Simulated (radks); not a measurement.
Spherical quantum dot in the effective-mass picture: electrons in a parabolic well V = omega^2 r^2 / 2 with omega = 0.374, with a point charge +2 (a donor) at the centre, all in effective atomic units (hartree* = m*/eps^2 hartree, bohr* = eps/m* bohr), one dielectric constant everywhere. Method: non-relativistic Kohn-Sham, PBEsol, spin-polarised, spherical densities; computed with a radial shooting solver with Libxc functionals. Levels are named by radial order and angular momentum (1s, 1p, 1d, 2s, ...), and open shells are averaged over m. Results are scaled to m* = 0.103 and eps = 6.1, for which hartree* = 75.32 meV and bohr* = 3.134 nm. Each electron was tried in the lowest free levels, single moves between levels near the top were tried too, and the lowest total energy was kept; such a search can miss a lower state. At N = 1 the Hartree and exchange-correlation terms need not cancel, so that row can carry a self-interaction error.

| N | open shells | 2S | addition energy mu(N+1) - mu(N) (meV) | e(HOMO) (meV) | rms radius (nm) |
|---|---|---|---|---|---|
| 1 | 1s(up 1, down 0) | 1 | 85.39 | -109.88 | 2.658 |
| 2 | none | 0 | 123.9 | -32.383 | 3.176 |
| 3 | 1p(up 1, down 0) | 1 | 22.84 | 75.982 | 5.164 |
| 4 | 1p(up 2, down 0) | 2 | 23.31 | 99.486 | 6.156 |
| 5 | 1p(up 3, down 0) | 3 | 23.64 | 122.47 | 6.858 |
| 6 | 1p(up 3, down 0) 2s(up 1, down 0) | 4 | 27.57 | 144.95 | 7.549 |
| 7 | 1p(up 3, down 1) 2s(up 1, down 0) | 3 | 18.13 | 171.33 | 8.044 |
| 8 | 1p(up 3, down 1) | 2 | 18.71 | 189.73 | 8.541 |
| 9 | 1p(up 3, down 2) | 1 | 18.51 | 208.41 | 8.918 |
| 10 | none | 0 | 35.35 | 226.73 | 9.267 |
| 11 | 1d(up 1, down 0) | 1 | 16.07 | 261.01 | 9.687 |
| 12 | 1d(up 2, down 0) | 2 | 15.89 | 277.00 | 10.06 |
| 13 | 1d(up 3, down 0) | 3 | 15.67 | 292.79 | 10.40 |
| 14 | 1d(up 4, down 0) | 4 | 15.44 | 308.35 | 10.72 |
| 15 | 1d(up 5, down 0) | 5 | 18.99 | 323.67 | 11.01 |
| 16 | 1d(up 5, down 1) | 4 | 14.47 | 342.27 | 11.29 |
| 17 | 1d(up 5, down 2) | 3 | 14.37 | 356.70 | 11.55 |
| 18 | 1d(up 5, down 3) | 2 | 14.24 | 371.01 | 11.80 |
| 19 | 1d(up 5, down 4) | 1 | 14.09 | 385.17 | 12.04 |
| 20 | none | 0 | 27.61 | 399.18 | 12.26 |
| 21 | 1f(up 1, down 0) | 1 | 13.13 | 426.39 | 12.51 |
| 22 | 1f(up 2, down 0) | 2 | 13.03 | 439.47 | 12.74 |
| 23 | 1f(up 3, down 0) | 3 | 12.93 | 452.45 | 12.96 |
| 24 | 1f(up 4, down 0) | 4 | 12.82 | 465.32 | 13.18 |
| 25 | 1f(up 5, down 0) | 5 | 12.71 | 478.08 | 13.38 |
| 26 | 1f(up 6, down 0) | 6 | 12.60 | 490.73 | 13.58 |
| 27 | 1f(up 7, down 0) | 7 | 14.91 | 503.27 | 13.77 |
| 28 | 1f(up 7, down 0) 2p(up 1, down 0) | 8 | 12.56 | 518.20 | 13.95 |
| 29 | 1f(up 7, down 0) 2p(up 2, down 0) | 9 | 12.57 | 530.78 | 14.13 |
| 30 | 1f(up 7, down 0) 2p(up 3, down 0) | 10 | 12.40 | 543.34 | 14.30 |
| 31 | 1f(up 7, down 1) 2p(up 3, down 0) | 9 | 11.46 | 555.42 | 14.47 |
| 32 | 1f(up 7, down 5) | 2 | 11.61 | 566.64 | 14.64 |
| 33 | 1f(up 7, down 6) | 1 | 11.74 | 578.42 | 14.80 |
| 34 | none | 0 | 12.11 | 590.11 | 14.95 |
| 35 | 2p(up 1, down 0) | 1 | 11.80 | 602.27 | 15.10 |
| 36 | 2p(up 2, down 0) | 2 | 11.81 | 614.09 | 15.25 |
| 37 | 2p(up 3, down 0) | 3 | 12.03 | 625.89 | 15.39 |
| 38 | 2p(up 3, down 0) 3s(up 1, down 0) | 4 | 13.94 | 637.77 | 15.54 |
| 39 | 2p(up 3, down 0) | 3 | 11.66 | 651.55 | 15.69 |
| 40 | 2p(up 3, down 1) | 2 | 11.27 | 663.26 | 15.83 |
| 41 | 2p(up 3, down 2) | 1 | 11.28 | 674.54 | 15.96 |
| 42 | none | 0 | 16.22 | 685.81 | 16.09 |
| 43 | 1g(up 1, down 0) | 1 | 10.68 | 701.75 | 16.23 |
| 44 | 1g(up 2, down 0) | 2 | - | 712.41 | 16.36 |

All shells are closed at N = 2, 10, 20, 34, 42 (there: 1s2 1p6 1d10 2s2 1f14 2p6 3s2); the second difference of the energy has clear peaks (12 % above both neighbours; the first and last values, which can be the largest, are not judged, and half-filled shells can peak too) at N = 2, 6, 10, 15, 20, 27, 38, 42.
